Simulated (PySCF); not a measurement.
Computed shifts of a molecule C3H9AlO, PBE/pcSseg-1 (PySCF), GIAO, gas phase, atoms alike by connectivity averaged where their shifts nearly agree, in ppm (number of nuclei): ¹H: 5.24 (1), 4.46 (3), 1.37 (3), 0.50 (2). ¹³C: 58.9 (1), 11.2 (1), 4.5 (1). References: ¹H against TMS (σ = 31.49 ppm); ¹³C against TMS (σ = 182.0 ppm); ¹⁷O against H2O (σ = 334.3 ppm), references at their B3LYP-D3(BJ)/def2-TZVP geometries, non-relativistic. Geometry: PBE0-D3(BJ)/def2-SVP. The values are those of a single conformer.

Which structure fits?
(A) CC(C)[O][AlH2]
(B) C[O][Al]([CH3])[CH3]
(C) C[CH2][AlH][O]C
(D) C[CH2][Al]([CH3])[OH]

C, C[CH2][AlH][O]C
